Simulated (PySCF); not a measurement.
CH5AlSe.

```xyz
8

Al    -0.6589    -1.0620     0.0000
H     -2.2318    -1.2489     0.0000
C      0.6180    -2.5346     0.0000
H      0.4740    -3.1797     0.8844
H      0.4740    -3.1797    -0.8844
H      1.6651    -2.1920     0.0000
Se     0.1661     1.0917     0.0000
H     -1.1699     1.6964     0.0000
```
Charge 0, spin multiplicity 1.

Geometry: ωB97X-D3(BJ)/def2-SVP. One conformer was computed; it need not be the lowest.

Level of theory: HF/pcSseg-1 (PySCF). Non-relativistic, no solvent.

Computed absolute GIAO shielding of each atom: isotropic value and principal components (ppm):
```tsv
atom	σ(iso)	σ11	σ22	σ33	span
Al1	334.9	267.1	354.6	382.9	115.8
H2	26.8	23.4	25.0	32.1	8.7
C3	197.9	192.4	198.9	202.3	9.8
H4	31.8	27.4	28.1	39.8	12.4
H5	31.8	27.4	28.1	39.8	12.4
H6	31.6	26.4	30.3	38.0	11.6
Se7	2184.8	1972.6	2241.2	2340.6	368.0
H8	30.6	21.6	24.4	45.8	24.2
```
